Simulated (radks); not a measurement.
The nuclear charge of the praseodymium ion Pr+ is varied continuously with 58 electrons held in [Xe] 4f3 6s1. Calculated with a radial shooting solver on a logarithmic mesh with Libxc functionals: Dirac Kohn-Sham, PBE, spin-unpolarised, spherical densities, finite nucleus; open shells fill j = l - 1/2 first; Fermi nuclear charge, rms radius 4.8919 fm. By the Hellmann-Feynman theorem dE/dZ = E(electron-nucleus)/Z, the electronic potential at the nucleus (averaged over a nucleus of fixed radius).

\begin{tabular}{lrrrrr}
Z & E (hartree) & E(electron-nucleus)/Z (hartree) & HOMO & e(HOMO) (eV) & <r> HOMO (bohr) \\ \hline
58.25 & -8958.0806 & -374.933 & 4f5/2 & -0.358 & 2.170 \\
58.5 & -9052.1145 & -377.328 & 4f5/2 & -1.506 & 1.448 \\
58.75 & -9146.7408 & -379.679 & 4f5/2 & -3.995 & 1.264 \\
59 & -9241.9527 & -382.015 & 4f5/2 & -7.119 & 1.169 \\
59.25 & -9337.7476 & -384.344 & 6s1/2 & -9.743 & 3.916 \\
59.5 & -9434.1247 & -386.672 & 6s1/2 & -11.517 & 3.766 \\
59.75 & -9531.0837 & -389.000 & 6s1/2 & -13.385 & 3.632 \\
60 & -9628.6245 & -391.328 & 6s1/2 & -15.339 & 3.511 \\
\end{tabular}

The central difference of E at Z = 59 is -382.014 hartree, to compare with the third column; the second derivative is -9.33 hartree. No converged solution with all levels bound was reached at Z = 58.
